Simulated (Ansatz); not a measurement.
Species: C6H9N, net charge 0, singlet state. 
Coordinates optimised at B3LYP-D3(BJ)/def2-TZVP (Ansatz, a first-principles code):
```
N
H 1 1.0049
C 1 1.3774 2 124.59
C 3 1.3733 1 106.73 2 -180.00
C 1 1.3774 2 124.59 3 180.00
C 5 1.3733 1 106.73 2 180.00
H 4 1.0778 3 125.27 1 -180.00
H 6 1.0778 5 125.27 1 -180.00
C 3 1.4887 4 131.31 7 0.00
H 9 1.0892 3 109.76 4 0.00
H 9 1.0945 10 107.62 3 122.20
H 9 1.0945 10 107.62 11 115.60
C 5 1.4887 6 131.31 8 0.00
H 13 1.0892 5 109.76 6 0.00
H 13 1.0945 14 107.62 5 122.20
H 13 1.0945 14 107.62 15 115.60
```
Charge 0, spin multiplicity 1.

Computed values are from Ansatz. Cores are frozen in the correlated levels unless marked. UHF or UKS for open shells. Spin-orbit coupling is left out. Non-relativistic. CBS(X,Y): correlation extrapolated as X^-3; Hartree-Fock from the larger set.

**Question.** What is the dipole moment at CCSD(T)/aug-cc-pVDZ?

**Answer.** 1.94 D.

**Question.** What is the T1 diagnostic at CCSD/cc-pVQZ?

**Answer.** 0.011.

**Question.** What is the total energy at CCSD(T)/CBS(cc-pVTZ,cc-pVQZ)?

**Answer.** -288.4154 Eh.

**Question.** What is the atomisation energy De at CCSD(T)/CBS(cc-pVTZ,cc-pVQZ)?

**Answer.** 6954.9 kJ/mol.
